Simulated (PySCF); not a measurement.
Ionisation energy of Ca⁷⁺ by level of theory

Ca⁷⁺ [Ne] 3s2 3p1 [3p1/2^1, M_J = 1/2] → Ca⁸⁺ [Ne] 3s2, as a difference of total energies. All numbers are calculated (PySCF 2.14, the two-component X2C-1e Hamiltonian, in an uncontracted even-tempered set (20 s from 0.34 bohr⁻², ratio 2.4; 13 p from 0.45 bohr⁻², ratio 2.4; 5 d from 2.2 bohr⁻², ratio 2.6; 5 f from 3.3 bohr⁻², ratio 2.6)). Correlated levels: 1s2 frozen; the 52 highest virtual spinors dropped. "Screened" scales the spin-orbit matrix elements by Boettger's factors to mimic the two-electron term; Breit and QED terms are absent.

```tsv
method	ionisation energy (eV)
GHF (spin-free)	146.62
GMP2 (spin-free)	147.01
GHF (screened spin-orbit)	146.98
GMP2 (screened spin-orbit)	147.39
```

Q: How much does correlation contribute at GMP2 (screened spin-orbit)?

A: 147.39 − (146.98) = 0.41 eV, measured against GHF (screened spin-orbit).

For comparison: 147.24 ± 0.12 eV (measured; NIST Atomic Spectra Database, ionization energies).
